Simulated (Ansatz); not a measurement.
Cartesian coordinates (Å):
```xyz
12

N     -0.9791     1.4501     0.5769
Si    -0.5141    -0.1903     0.3395
N     -1.0850    -1.0943    -1.0097
Si     1.8231    -0.1938     0.1891
H     -1.8893     1.6870     0.9380
H     -0.6142     2.1898    -0.0007
H     -1.0442    -0.9095     1.5284
H     -2.0207    -1.4672    -1.0292
H     -0.7435    -0.9223    -1.9413
H      2.2486     0.5511    -1.0342
H      2.3666    -1.5752     0.0826
H      2.4520     0.4747     1.3606
```
Charge 0, multiplicity 1.

Computed with frozen-core CCSD(T)/cc-pVTZ // PBE0-D4/def2-TZVP run with Ansatz (a program for electronic structure).

The HF energy comes out as -691.54892 Ha. The MP2 correlation energy comes out as -0.68614 Ha.

Q: Estimate the CCSD correlation energy, the (T) correction, the total energy and the T1 diagnostic.

A: 
```yaml
CCSD correlation energy: -0.73789 Ha
"(T) correction": -0.02694 Ha
CCSD(T) total energy: -692.31375 Ha
T1 diagnostic: 0.011
```
